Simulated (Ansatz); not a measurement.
Molecule: sum formula Si2H4F2, charge 0, multiplicity 1. SMILES: [SiH2]([SiH2]F)F
Coordinates optimised at B3LYP-D3(BJ)/def2-TZVP (Ansatz, a quantum-chemistry and plane-wave program):
```
Si
F 1 1.6139
H 1 1.4806 2 108.03
H 1 1.4806 3 109.32 2 117.33
Si 1 2.3571 3 111.84 4 124.42
F 5 1.6139 1 107.61 3 -61.50
H 5 1.4806 6 108.03 1 120.92
H 5 1.4806 7 109.32 6 -117.33
```

Wanted: vertical triplet-singlet gap (E(triplet) - E(singlet); each state is the SCF solution reached for its spin), in kcal/mol. Valence correlation only, unless marked. Open shells are spin-unrestricted. No spin-orbit coupling. No relativistic terms. CBS(X,Y): correlation extrapolated as X^-3; Hartree-Fock from the larger set. The bracket is a focal-point correction in the basis named.

RI-MP2/CBS(aug-cc-pV(T+d)Z,aug-cc-pV(Q+d)Z)+[CCSD(T)-MP2]/aug-cc-pV(T+d)Z (Ansatz) gives 121.9 kcal/mol.

Problem. Another calculation gave 122.0 kcal/mol. Which level was it?
A) wB97X-V/def2-TZVPD (Ansatz)
B) PBE0/def2-TZVPD (Ansatz)
C) CAM-B3LYP/def2-TZVPD (Ansatz)
D) PBE/def2-TZVPD (Ansatz)

Solution. A, wB97X-V/def2-TZVPD (Ansatz). The others give 118.7 (CAM-B3LYP), 112.1 (PBE0), 104.3 (PBE) kcal/mol.
